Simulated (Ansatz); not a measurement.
Frontier orbitals of BrH$_{3}$O$_{3}$Zr, SMILES `[OH][Zr]([OH])([OH])[Br]`.

Cartesian coordinates in Å:
```
O -0.3625 0.7115 1.6524
Zr 0.1868 -0.2185 0.0767
O -1.3337 -0.9783 -0.7950
O 1.0854 0.9808 -1.1079
Br 1.7836 -2.0854 0.7321
H -0.8676 1.0742 2.3738
H -1.9952 -1.2268 -1.4336
H 1.5031 1.7426 -1.4984
```

Charge 0, multiplicity 1. Correlated methods include outer-core shells of Br, Zr, which these sets cover unevenly. Scalar relativity is left out up to krypton. Zr takes the def2 core potential. Geometry: relaxed with PBE0-D4/def2-TZVP. It is one conformer, not always the lowest. Basis def2-TZVPP, Ansatz.

```csv
functional,HOMO (eV),LUMO (eV),gap (eV)
LDA (SPW92),-6.85,-1.41,5.44
PBE,-6.68,-1.19,5.49
r2SCAN,-7.02,-0.99,6.03
PBE0,-7.98,-0.31,7.67
HSE06 (plane-wave form),-7.58,-0.69,6.89
ωB97M-V,-10.18,0.56,10.74
```

From PBE to PBE0 the HOMO moves by −1.30 eV and the LUMO by +0.87 eV, and with ωB97M-V by −3.50 and +1.75 eV, so the gap grows from 5.49 to 10.74 eV with exact exchange. A positive LUMO is unbound and depends on the basis.
